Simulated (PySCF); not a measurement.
## Core-level binding energies of `CC#C[BH2-][N+]#CCC#N`

Species: C₆H₇BN₂.
Geometry (PBE0-D3(BJ)/def2-SVP, Å), atoms numbered from 1 in this order:
```xyz
16
C6H7BN2 angstrom
C      3.639   -0.672   -0.860
C      2.525    0.166   -0.445
C      1.607    0.887   -0.095
B      0.435    1.816    0.356
N     -0.850    0.940    0.419
C     -1.784    0.274    0.459
C     -2.943   -0.608    0.515
C     -4.197    0.081    0.223
N     -5.198    0.611   -0.003
H      3.612   -0.882   -1.942
H      3.639   -1.640   -0.332
H      4.602   -0.183   -0.643
H      0.143    2.702   -0.438
H      0.539    2.266    1.490
H     -2.996   -1.067    1.517
H     -2.793   -1.428   -0.210
```

Computed with delta-SCF UKS SCAN, pcX-2 on the ionised atom, pcseg-1 elsewhere, spin-free X2C (PySCF 2.14.0). These are vertical core ionisation energies against the vacuum level, from separate self-consistent calculations with and without the core hole.

Question: List the computed XPS lines with their assignment.

Answer: 
| atom(s) | environment | level | binding energy (eV) | above the level's lowest (eV) | count |
| --- | --- | --- | --- | --- | --- |
| C1 | propargylic carbon | C 1s | 291.07 | +2.32 | 1 |
| C2 | alkyne carbon | C 1s | 289.19 | +0.44 | 1 |
| C3 | alkyne carbon | C 1s | 288.75 | 0.00 | 1 |
| B4 | four-coordinate boron | B 1s | 194.79 | 0.00 | 1 |
| C7 | sp3 carbon next to a nitrile | C 1s | 294.88 | +6.13 | 1 |

Lowest listed C 1s: C3, bonded to C (triple bond) and B. Highest, 6.13 eV above it: C7, bonded to 2 C and 2 H. Summing the Pauling electronegativity differences to the bonded atoms, each weighted by its formal bond order, gives -0.51 for the lowest site and -0.70 for the highest; the largest sum, 0.00, belongs to C2, 5.69 eV below the top. The smallest sum, -1.05, belongs to C1, 2.32 eV above the lowest.

Question: Which effective nuclear charge Zeff reproduces each element's mean 1s value in the hydrogen-like formula E = 13.606 eV × Zeff²?

Answer: B (Z = 5): mean 194.8 eV, Zeff = 3.78, Z − Zeff = 1.22; C (Z = 6): mean 291.0 eV, Zeff = 4.62, Z − Zeff = 1.38. Means run over the listed sites, weighted by atom count.

Question: Give the binding energy of C 1s of C2 in hartree and in kJ/mol.

Answer: 289.19 eV = 10.6275 Eh = 27903 kJ/mol.

The list is incomplete; no value stands for C 1s of C6, C8 (hole states with ⟨S²⟩ of 1 or more are left out). No level of nitrogen is listed. Geometry: PBE0-D3(BJ)/def2-SVP; no solvent, vibrations or thermal averaging.
